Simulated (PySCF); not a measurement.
B(F)(OH)(SH) (BFH2OS), SMILES SB(F)O. Atoms are numbered in the order given.

```xyz
6

B     -0.0144     0.4518     0.0000
F     -1.1830     1.1013     0.0000
O      1.1507     1.1366     0.0000
H      1.0222     2.0955     0.0000
S     -0.0502    -1.3661     0.0000
H      1.2947    -1.5011     0.0000
```

The structure is a stationary point at B3LYP-D3(BJ)/def2-SVP. One conformer was computed; it need not be the lowest.

The numbers are results of CAM-B3LYP/def2-TZVPD in PySCF, not measurements.

Computed frontier levels, gap, dipole moment and polarisability:
| Property | Result |
|---|---|
| highest occupied level | -9.25 eV |
| lowest empty level | 0.14 eV |
| orbital gap | 9.39 eV |
| dipole moment | 1.65 D |
| quadrupole, principal values (traceless, Buckingham form, about the centre of nuclear charge) | -3.27, -2.19, 5.46 D·Å |
| mean static polarisability | 40.3 bohr³ (5.98 Å³) |
| polarisability, principal values | 33.4, 38.7, 48.9 bohr³ |
